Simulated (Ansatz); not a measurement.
Geometry optimisation, Ansatz 0.2.0, RKS B3LYP-D4/cc-pVDZ.

input.yaml

```yaml
crystal:
  periodic: [false, false, false]
  atoms:
    - { symbol: Al, position_ang: [0.214894, 0.722616, 0.026309] }
    - { symbol: F, position_ang: [0.960785, -1.974398, 1.29132] }
    - { symbol: C, position_ang: [1.42577, 0.756214, -1.504907] }
    - { symbol: O, position_ang: [0.597355, 1.819886, 1.314917] }
    - { symbol: H, position_ang: [0.072639, -2.095041, 1.48398] }
    - { symbol: Si, position_ang: [-1.741228, -0.586272, 0.132095] }
    - { symbol: H, position_ang: [2.377734, 1.247427, -1.245128] }
    - { symbol: H, position_ang: [1.645127, -0.259438, -1.87736] }
    - { symbol: H, position_ang: [0.976676, 1.317153, -2.344573] }
    - { symbol: H, position_ang: [0.0759, 1.932963, 2.117957] }
    - { symbol: H, position_ang: [-1.633762, -1.5521, 1.300659] }
    - { symbol: H, position_ang: [-1.937111, -1.466504, -1.068759] }
    - { symbol: H, position_ang: [-3.034779, 0.137495, 0.37349] }
basis:
  gaussian: { orbitals: cc-pVDZ }
hamiltonian:
  xc: b3lyp
  dispersion: d4
relax:
  f_tol: 0.03
  max_steps: 50
```

Launched with:

```bash
$ ansatz run input.yaml --threads 2 --pin off --max-ram 3072MiB --backend cpu --events-out ev --progress --plain --runs-dir out
```

Problem. Where does it end, and by what steps?

Solution. The run converged. After 12 steps the energy has fallen by 0.351 eV; F2 moved furthest, 0.81 Å. Joined: Al1–F2.

| step | energy less start (eV) | largest force component (eV/Å) | accepted |
| --- | --- | --- | --- |
| 0 | 0.0000 | 1.050 | yes |
| 1 | -0.1189 | 0.418 | yes |
| 2 | -0.2040 | 0.305 | yes |
| 3 | -0.2820 | 0.191 | yes |
| 4 | -0.2925 | 0.323 | yes |
| 5 | -0.3159 | 0.212 | yes |
| 6 | -0.3120 | 0.357 | no |
| 7 | -0.3359 | 0.099 | yes |
| 8 | -0.3428 | 0.043 | yes |
| 9 | -0.3450 | 0.190 | yes |
| 10 | -0.3471 | 0.175 | yes |
| 11 | -0.3480 | 0.108 | yes |
| 12 | -0.3510 | 0.030 | yes |

```xyz
13
Properties=species:S:1:pos:R:3
Al 0.317 0.576 0.122
F 0.969 -1.168 1.180
C 1.525 0.576 -1.412
O 0.526 1.843 1.297
H 0.134 -1.641 1.206
Si -1.839 -0.668 0.127
H 2.554 0.829 -1.104
H 1.549 -0.391 -1.941
H 1.204 1.340 -2.141
H -0.120 2.027 1.988
H -1.447 -1.930 0.931
H -2.359 -1.250 -1.154
H -3.012 -0.143 0.901
```

Run time: 46 s on 2 threads of Arm Neoverse V2, with other jobs on the host, peak memory 0.28 GiB.
